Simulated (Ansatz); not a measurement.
`O[Si](O)(O)CCC(F)(F)C(F)(F)C(F)(F)C(F)(F)C(F)(F)C(F)(F)F`. Total charge 0; triplet. Geometry PBE-D4/def2-SVP, that of the neutral singlet.

```xyz
32

O     1.817    1.000   -2.493
Si    2.613   -0.474   -2.532
O     3.229   -0.827   -4.041
O     3.907   -0.380   -1.471
C     1.487   -1.946   -2.166
C     1.190   -2.266   -0.694
C     0.581   -1.177    0.179
F     0.470   -1.660    1.454
F     1.399   -0.071    0.233
C    -0.835   -0.685   -0.241
F    -1.689   -1.730   -0.179
F    -0.784   -0.260   -1.549
C    -1.463    0.535    0.529
F    -0.732    1.638    0.234
F    -2.711    0.686    0.015
C    -1.578    0.419    2.080
F    -0.354    0.617    2.622
F    -2.016   -0.825    2.393
C    -2.578    1.412    2.777
F    -3.841    1.088    2.421
F    -2.431    1.207    4.109
C    -2.374    2.937    2.519
F    -3.156    3.625    3.365
F    -2.719    3.255    1.261
F    -1.095    3.285    2.728
H     0.855    0.938   -2.364
H     3.871   -0.178   -4.376
H     3.711    0.178   -0.697
H     2.024   -2.817   -2.598
H     0.553   -1.854   -2.756
H     0.520   -3.145   -0.597
H     2.132   -2.524   -0.165
```

Single mean-field runs in def2-TZVP are fitted with def2-universal-jkfit. At PBE-D4/def2-TZVP the gap within one spin of the charge 0 triplet nearly closes, so an electron or hole may be smeared out by delocalisation error. At PBE0-D4/def2-TZVP a singlet of charge 0 lies 7.76 eV below the triplet at the same geometry.

(1) Estimate the α-spin orbital energies around the gap (eV) in Ansatz with PBE-D4/def2-TZVP, PBE0-D4/def2-TZVP.

## Answers

(1) 
```tsv
orbital	PBE-D4/def2-TZVP	PBE0-D4/def2-TZVP
HOMO−5	-9.03	-10.79
HOMO−4	-8.78	-10.62
HOMO−3	-8.57	-10.44
HOMO−2	-8.43	-10.20
HOMO−1	-8.29	-9.74
HOMO	-1.26	-1.65
LUMO	-0.85	-0.14
LUMO+1	-0.81	0.09
LUMO+2	-0.41	0.33
LUMO+3	-0.14	0.60
LUMO+4	-0.02	0.92
LUMO+5	0.27	1.15
β HOMO	-8.12	-9.63
β LUMO	-8.06	-7.73
```
